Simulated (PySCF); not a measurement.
Spin–spin coupling constants

Bonds (- single, = double, # triple, : aromatic): C1-N2, N2:C3, C3:C4, C4:N5, N5-C6, N5:C7, C7:N2. C1 carries H8, H9, H10; C3 carries H11; C4 carries H12; C6 carries H13, H14, H15; C7 carries H16. Formal charges: N5 +1.

Total charge +1.

Couplings: B3LYP/pcJ-1 (spin–dipole term only in couplings to heteroatoms) in PySCF 2.14.0 with density-fitted response routines, geometry PBE0-D3(BJ)/def2-SVP; gas phase, one conformer, non-relativistic. Couplings are averaged over pairs made equivalent by symmetry, fast rotation or ring inversion, so a value needn't be that of the named pair in this geometry, while other rotamers aren't included; one pair stands for each set, and the list holds a selection of those of at least 0.8 Hz over up to four bonds.

Isotopes: ¹³C, ¹H, ¹⁵N.

```tsv
pair	bonds	J (Hz)
C1, N2	1	-10.8
C1, H8	1	152.5
N2, C3	1	-12.2
N2, C7	1	-20.5
C3, C4	1	?
C3, H11	1	?
C7, H16	1	232.2
C1, C7	2	3.8
N2, C4	2	?
N2, N5	2	2.1
N2, H8	2	1.0
N2, H11	2	-3.9
N2, H16	2	-5.2
C4, H11	2	?
H8, H9	2	-15.3
C1, C4	3	2.3
C1, N5	3	?
C1, H11	3	?
N2, H12	3	?
C3, H8	3	4.0
C3, H16	3	5.6
C7, H8	3	?
C7, H11	3	5.8
H11, H12	3	2.7
H8, H16	4	-0.9
H11, H16	4	1.9
```

Problem. Estimate the withheld couplings, with signs.

Solution. 
- ¹J(C3,C4) = 78.6 Hz (bond length 1.364 Å)
- ¹J(C3,H11) = 217.2 Hz (bond length 1.087 Å, sp2 carbon)
- ²J(N2,C4) = -1.3 Hz (angle at C3 107°)
- ²J(C4,H11) = 11.7 Hz (angle at C3 131°)
- ³J(C1,N5) = -0.8 Hz (dihedral angle 180°)
- ³J(C1,H11) = 2.3 Hz (dihedral angle 0°)
- ³J(N2,H12) = -4.9 Hz (dihedral angle 180°)
- ³J(C7,H8) = 4.8 Hz (mean over equivalent pairs that range from 4.1 to 5.7 Hz in this conformer)
